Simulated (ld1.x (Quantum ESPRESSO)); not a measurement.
## selenium: ultrasoft pseudisation with PW91, fully relativistic reference atom.

- Element: selenium (Se)
- Generator: ld1.x (Quantum ESPRESSO) 7.5
- Type: ultrasoft
- Functional: PW91
- Relativity: fully relativistic
- Frozen core: [Ar] 3d10
- Valence charge: 6
- Reference configuration: 4s2 4p4
- Partial waves: 4s (bound): rcut 1.40, rcutus 1.80 bohr; 4s channel at -0.9 Ry: rcut 1.40, rcutus 1.80 bohr; 4p (bound): rcut 1.55, rcutus 2.10 bohr; 4p channel at 0.85 Ry: rcut 1.55, rcutus 2.10 bohr; 4d channel at 0.1 Ry: rcut 1.40, rcutus 1.60 bohr; 4d channel at 1.8 Ry: rcut 1.40, rcutus 1.60 bohr
- Local potential: all-electron potential smoothed inside 1.20 bohr (lloc = -1)
- Core correction: a·sin(br)/r model core, default radius (core density twice the valence density)
- Augmentation charge: PSQ, inside the norm-conserving radii

Open shells are filled in proportion to 2j + 1 (rel_dist='average').

All-electron outer shells of the reference configuration (PW91, scalar-relativistic, ld1.x):

```tsv
shell	level (eV)	outermost node (bohr)	outermost maximum (bohr)
3p	-153.04	0.21	0.50
3d	-53.22	–	0.45
4s	-17.36	0.70	1.51
4p	-6.56	0.74	1.80
```

Problem. Estimate the cutoffs (Ry, on a coarse ladder) from which the occupation-weighted sum of valence levels, in a spherical-Bessel basis at the reference potential, stays within 10 and 1 mRy of its value at 400 Ry.

Solution. 12 Ry and 18 Ry.

Problem. What does a ghost test show?

Solution. Ghost states, extra bound levels that the all-electron valence spectrum of the same l lacks: d5/2 at -40.2 eV, d3/2 at -39.6 eV. A true bound ghost makes a file unfit for plane-wave use.

Problem. Is the overlap operator S = 1 + Σ q|β⟩⟨β| positive definite (Bessel basis up to 400 Ry)?

Solution. Yes: its lowest eigenvalue is 0.27 (s channel).

Problem. Which valence shell sets the plane-wave cutoff?

Solution. 4p: its level needs 15 Ry to come within 1 mRy, against 8 Ry for 4s.

Problem. Tests: 4s2 4p3; 4s2 4p2; 4s2 4p1; 4s1 4p5; 4s2 4p0; 4s2 4p3.5; 4s2 4p4.3. Which has the largest error in its energy relative to the reference configuration, and how large is it?

Solution. 4s2 4p0, with -135 meV (all-electron minus pseudo) on +104.63 eV.
